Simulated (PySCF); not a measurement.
## SMILES O=C\C=C/C=C(C#C)\C=C\[O-], [C9H7O2]-, charge -1

Geometry:
| atom | x (Å) | y (Å) | z (Å) |
| --- | --- | --- | --- |
| C1 | -2.281 | -2.326 | 0.299 |
| C2 | -1.613 | -1.344 | 0.037 |
| C3 | -0.759 | -0.222 | -0.258 |
| C4 | -1.346 | 0.987 | -0.645 |
| C5 | -2.749 | 1.207 | -0.773 |
| O6 | -3.291 | 2.258 | -1.111 |
| C7 | 0.624 | -0.498 | -0.113 |
| C8 | 1.652 | 0.426 | -0.339 |
| C9 | 3.029 | 0.275 | -0.232 |
| C10 | 3.716 | -0.920 | 0.152 |
| O11 | 4.931 | -1.058 | 0.249 |
| H12 | -2.884 | -3.183 | 0.527 |
| H13 | -0.707 | 1.845 | -0.871 |
| H14 | -3.380 | 0.309 | -0.534 |
| H15 | 0.880 | -1.513 | 0.200 |
| H16 | 1.321 | 1.425 | -0.650 |
| H17 | 3.672 | 1.132 | -0.455 |
| H18 | 3.047 | -1.795 | 0.379 |

Total charge -1.

Method used: TDDFT CAM-B3LYP/aug-cc-pVDZ excited states, vertical, gas phase (PySCF). Geometry: PBE0-D3(BJ)/def2-SVP.

For a gas-phase anion, states above the detachment energy (about 2.6 eV, taken as minus the energy of the highest occupied orbital) lie in the continuum and depend on the basis.

Q: How strongly do the lowest singlets absorb one photon, and two photons of half the energy?

A: δ for parallel linear polarisation; σ at the peak of a Lorentzian of half width 0.1 eV, single beam; Ω is circular over linear.
| state | E (eV) | f | photon λ (nm) | δ (au) | σ (GM) | Ω | main |
| --- | --- | --- | --- | --- | --- | --- | --- |
| S1 | 2.87 | 0.732 | 865 | 118 | 0.35 | 1.49 | HOMO→LUMO 0.96 |
| S2 | 3.61 | 0.001 | 686 | 168 | 0.80 | 1.50 | HOMO→LUMO+1 0.56, HOMO→LUMO+2 0.23 |
| S3 | 3.68 | 0.006 | 674 | 131 | 0.65 | 1.50 | HOMO→LUMO+2 0.63, HOMO→LUMO+1 0.21 |
| S4 | 3.84 | 0.000 | 645 | 0.9 | 0.01 | 1.50 | HOMO−1→LUMO 0.81 |
| S5 | 3.90 | 0.000 | 636 | 0.25 | 0.00 | 1.50 | HOMO−2→LUMO 0.70, HOMO−2→LUMO+6 0.18 |
| S6 | 4.04 | 0.001 | 614 | 194 | 1.16 | 1.50 | HOMO→LUMO+3 0.79, HOMO→LUMO+1 0.14 |

Among these, the strongest one-photon state is S1, the strongest two-photon state S6.
